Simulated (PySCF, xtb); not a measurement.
OZn, SMILES [O]=[Zn].

Harmonic wavenumbers (cm⁻¹) from xtb with GFN2-xTB at its own minimum, in rising order: 691.

Q: What does PySCF 2.14.0 with PBE0-D3(BJ)/def2-TZVPD give at its own minimum? (Estimate from the structure and the level; the computed values follow.)

A: 749. Paired by order, the mean absolute difference is 58 cm⁻¹ and the zero-point energies are 1.0 and 1.1 kcal/mol.
